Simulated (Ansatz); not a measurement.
A nudged elastic band was laid between two geometries of FH₅O₂W (9 atoms, charge 0, multiplicity 1).

Level of theory: RKS PBE/def2-SVP (Ansatz 0.2.0).

```yaml
movable_images: 5
climbing_image: yes
spring: 5.0 eV/Å²
optimiser: quadratic models (default)
start_path: through a guess of the saddle point
force_threshold: 0.05 eV/Å
iteration_limit: 60
end_points: relaxed
```

First end point:

```xyz
9
Properties=species:S:1:pos:R:3
W 0.138 0.361 -0.088
F 0.469 0.452 1.754
H 1.505 -0.684 0.025
O -0.379 2.229 -0.034
H -1.101 2.748 0.362
H -1.391 -0.360 -0.047
H 0.126 -1.346 0.188
O 0.435 0.187 -1.913
H 1.030 -0.297 -2.515
```

Last end point:

```xyz
9
Properties=species:S:1:pos:R:3
W 0.045 0.600 -0.773
F 0.281 -0.644 2.227
H 0.322 -0.596 1.267
O -0.499 2.052 0.221
H -0.808 2.950 0.414
H -1.080 -0.491 -0.147
H 1.525 0.379 0.006
O 0.469 -0.404 -2.266
H 0.576 -0.556 -3.217
```

Q: What changes between the two ends?

A: Bonds broken: W1–F2, W1–H3. Bonds formed: F2–H3.

Q: Give the energies along the band, and the barrier.

A: The forces met the threshold. The highest image is number 3 of 0 to 6, 49.3 kcal/mol above the first end and 5.1 kcal/mol above the last; the last end lies 44.2 kcal/mol above the first. Neighbouring images differ by up to 1.5 eV, so the band resolves the path poorly. A vibrational analysis at the climbing image gives one clearly imaginary mode, 217i cm⁻¹: a first-order saddle point. The orbitals stay closed-shell, which can raise the energy where a bond breaks towards radicals; this wasn't checked here.

```
image  path coordinate (Å)  energy (kcal/mol)  W1–F2 (Å)  W1–H3 (Å)  F2–H3 (Å)
    0                 0.00                0.0       1.87       1.73       2.31
    1                 1.26                7.5       1.88       1.83       2.23
    2                 2.53               14.9       1.92       1.80       1.95
    3                 3.79               49.3       2.46       2.25       0.99
    4                 4.51               47.7       2.96       2.40       0.96
    5                 5.23               44.9       3.17       2.39       0.96
    6                 5.95               44.2       3.26       2.38       0.96
```

Q: What is the geometry of the highest image?

A: 
```xyz
9
Properties=species:S:1:pos:R:3
W 0.008 0.411 -0.483
F 0.456 0.141 1.916
H 0.718 -0.642 1.376
O -0.132 2.093 0.374
H -0.400 2.879 -0.144
H -1.145 -0.674 0.111
H 0.999 -0.907 0.064
O 0.104 0.010 -2.262
H 0.226 -0.020 -3.221
```

Time of the run: 7 min on 2 threads of AMD EPYC 7R43 64-Core Processor (Zen 3), with other jobs on the host, peak memory 0.2 GiB.
